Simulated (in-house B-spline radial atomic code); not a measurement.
Whole-atom quantities along the 59-electron series, configuration [Kr] 4d10 4f11 5s2. Breit and QED terms are first order and not part of the total energy; the density at the nucleus is averaged over the nuclear charge. Computed with an all-electron radial atomic-structure program (B-spline basis): Dirac-Hartree-Fock, average of the configuration, finite nuclei.

```json
{"ion": "Tm10+", "Z": "69", "E/Z² (Eh)": "-2.845", "Σ<r²> (bohr²)": "15.594", "n(0)/Z³ (bohr⁻³)": "2.6824", "Lamb diamagnetic shielding (ppm)": "8540.5", "repulsion over attraction": "0.14033", "Breit energy (eV)": "359.34", "self-energy (eV)": "292.23", "vacuum polarisation (eV)": "-49.05", "Dirac less non-relativistic energy (Eh)": "-633.77"}
{"ion": "Yb11+", "Z": "70", "E/Z² (Eh)": "?", "Σ<r²> (bohr²)": "?", "n(0)/Z³ (bohr⁻³)": "?", "Lamb diamagnetic shielding (ppm)": "?", "repulsion over attraction": "?", "Breit energy (eV)": "?", "self-energy (eV)": "?", "vacuum polarisation (eV)": "?", "Dirac less non-relativistic energy (Eh)": "?"}
{"ion": "Lu12+", "Z": "71", "E/Z² (Eh)": "?", "Σ<r²> (bohr²)": "?", "n(0)/Z³ (bohr⁻³)": "?", "Lamb diamagnetic shielding (ppm)": "?", "repulsion over attraction": "?", "Breit energy (eV)": "?", "self-energy (eV)": "?", "vacuum polarisation (eV)": "?", "Dirac less non-relativistic energy (Eh)": "?"}
{"ion": "Hf13+", "Z": "72", "E/Z² (Eh)": "-2.9001", "Σ<r²> (bohr²)": "12.668", "n(0)/Z³ (bohr⁻³)": "2.9867", "Lamb diamagnetic shielding (ppm)": "9088.02", "repulsion over attraction": "0.13603", "Breit energy (eV)": "416.32", "self-energy (eV)": "343.29", "vacuum polarisation (eV)": "-60.127", "Dirac less non-relativistic energy (Eh)": "-767.33"}
{"ion": "Ta14+", "Z": "73", "E/Z² (Eh)": "-2.9183", "Σ<r²> (bohr²)": "11.903", "n(0)/Z³ (bohr⁻³)": "3.1053", "Lamb diamagnetic shielding (ppm)": "9273.77", "repulsion over attraction": "0.13458", "Breit energy (eV)": "436.72", "self-energy (eV)": "361.86", "vacuum polarisation (eV)": "-64.296", "Dirac less non-relativistic energy (Eh)": "-816.63"}
{"ion": "W15+", "Z": "74", "E/Z² (Eh)": "-2.9363", "Σ<r²> (bohr²)": "11.214", "n(0)/Z³ (bohr⁻³)": "3.228", "Lamb diamagnetic shielding (ppm)": "9461.26", "repulsion over attraction": "0.13312", "Breit energy (eV)": "457.84", "self-energy (eV)": "381.27", "vacuum polarisation (eV)": "-68.723", "Dirac less non-relativistic energy (Eh)": "-868.48"}
{"ion": "Re16+", "Z": "75", "E/Z² (Eh)": "-2.9542", "Σ<r²> (bohr²)": "10.59", "n(0)/Z³ (bohr⁻³)": "3.3596", "Lamb diamagnetic shielding (ppm)": "9650.62", "repulsion over attraction": "0.13166", "Breit energy (eV)": "479.71", "self-energy (eV)": "401.55", "vacuum polarisation (eV)": "-73.429", "Dirac less non-relativistic energy (Eh)": "-923"}
```

Problem. Fill in the row of Yb11+.

Solution. E/Z² (Eh): -2.8635; Σ<r²> (bohr²): 14.491; n(0)/Z³ (bohr⁻³): 2.7719; Lamb diamagnetic shielding (ppm): 8721.46; repulsion over attraction: 0.13891; Breit energy (eV): 377.65; self-energy (eV): 308.5; vacuum polarisation (eV): -52.514; Dirac less non-relativistic energy (Eh): -675.98.

Problem. Fill in the row of Lu12+.

Solution. E/Z² (Eh): -2.8819; Σ<r²> (bohr²): 13.524; n(0)/Z³ (bohr⁻³): 2.8696; Lamb diamagnetic shielding (ppm): 8903.91; repulsion over attraction: 0.13748; Breit energy (eV): 396.64; self-energy (eV): 325.51; vacuum polarisation (eV): -56.198; Dirac less non-relativistic energy (Eh): -720.45.

Problem. With what power of Z does the column «vacuum polarisation (eV)» change over this range?

Solution. A fit of the logarithm of its size against log Z from Z = 69 to 75 has slope 4.84.
